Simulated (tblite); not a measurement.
C7H9P.
Structure used (GFN2-xTB), in Å, numbered top down from 1:
```xyz
17
C7H9P angstrom
C     -3.0830   -1.4551    0.4212
C     -2.5743   -0.3299   -0.0595
C     -1.2116    0.1295    0.1991
C     -0.9004    1.6028    0.1732
P     -0.1990    0.7123   -1.2841
C      1.3898    0.3506   -0.6117
C      2.5165    0.0706   -0.2864
C      3.8477   -0.2573    0.1709
H     -4.0899   -1.7631    0.2013
H     -2.5074   -2.1093    1.0553
H     -3.1722    0.3101   -0.6972
H     -0.6545   -0.4731    0.9100
H     -1.7310    2.2675   -0.0318
H     -0.2123    1.9845    0.9159
H      4.5298    0.5641   -0.0481
H      4.2014   -1.1552   -0.3359
H      3.8435   -0.4369    1.2462
```

All values are computed: GFN2-xTB (tblite) harmonic vibrations without scaling, gas phase. Errors from tens to a few hundred cm⁻¹ against measured bands are possible. One conformer, not necessarily the lowest. The optimisation stopped once no atom felt more than 0.01 eV/Å.

Lowest wavenumbers of the output (negative numbers stand for imaginary wavenumbers):
```
mode    cm-1
  1     -26.3
  2      56.3
  3      87.9
  4     100.2
  5     202.8
  6     223.2
  7     264.0
  8     288.4
```

Problem. Is this structure a minimum?

Solution. Not by this Hessian. 1 mode is imaginary beyond 20i (26i cm⁻¹), so at this level the point lies at or near a first-order saddle. The curvature is small, so loose convergence or finite differences may be the whole cause.

Problem. Which atoms move in the imaginary mode?

Solution. 26i: H15 (methyl hydrogen) 34 %, H16 (methyl hydrogen) 33 %, H17 (methyl hydrogen) 32 %. These are shares of the mass-weighted motion.

Problem. What is the remedy?

Solution. Step along that mode in both directions, optimise again with tighter thresholds and repeat the frequencies. The zero-point energy of this point (82.9 kcal/mol) counts the 44 real modes alone, and thermal corrections from it aren't those of a minimum.
